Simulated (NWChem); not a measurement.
C2H4BrCl; SMILES C[C@@H](Cl)Br

Computed with NWChem. Medium grid unless said otherwise, to which SCAN and Minnesota functionals are sensitive. Geometry: optimised at PBE0/def2-SVP.

For level BHandHLYP/def2-SVP:

- highest occupied level (eV): -9.16
- orbital gap (eV): 10.07

### Question
What are these values for level M06-L/def2-SVP?

### Answer
The highest occupied level (eV) comes out as -7.05 and the orbital gap (eV) is 5.95.
